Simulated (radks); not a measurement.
Initial-state core-level shifts of neutral cerium when its valence configuration changes from [Xe] 4f1 5d1 6s2. Calculated with a radial shooting solver on a logarithmic mesh with Libxc functionals: Dirac Kohn-Sham, PBEsol, spin-unpolarised, spherical densities, finite nucleus; open shells are shared between the two j in proportion to 2j + 1; Fermi nuclear charge, rms radius 4.8771 fm. Shifts are changes of the shell-averaged eigenvalues in eV (positive: less bound); the change of the density at the nucleus, which sets a Mossbauer isomer shift, is in e/bohr^3, on a base of 3.824e+05.

| valence | 1s | 3d | 4s | 5p | density at nucleus |
|---|---|---|---|---|---|
| 4f1 5d1 6p2 | -2.219 | -2.202 | -2.204 | -2.156 | -34.44 |
| 4f1 6s2 6p1 | -3.076 | -3.152 | -3.117 | -2.830 | +9.57 |
| 4f2 5d1 6p1 | +5.805 | +7.276 | +6.870 | +2.471 | -55.35 |
| 4f1 5d2 6s1 | +1.562 | +1.629 | +1.614 | +1.470 | -21.26 |
| 4f1 5d2 6p1 | +0.465 | +0.547 | +0.527 | +0.375 | -37.02 |
| 4f1 5d1 6s1 6p1 | -1.146 | -1.138 | -1.139 | -1.118 | -16.37 |
| 5d1 6s2 6p1 | -10.536 | -12.570 | -11.727 | -5.541 | +40.25 |
| 5d1 6s1 6p2 | -11.605 | -13.637 | -12.791 | -6.553 | +18.71 |
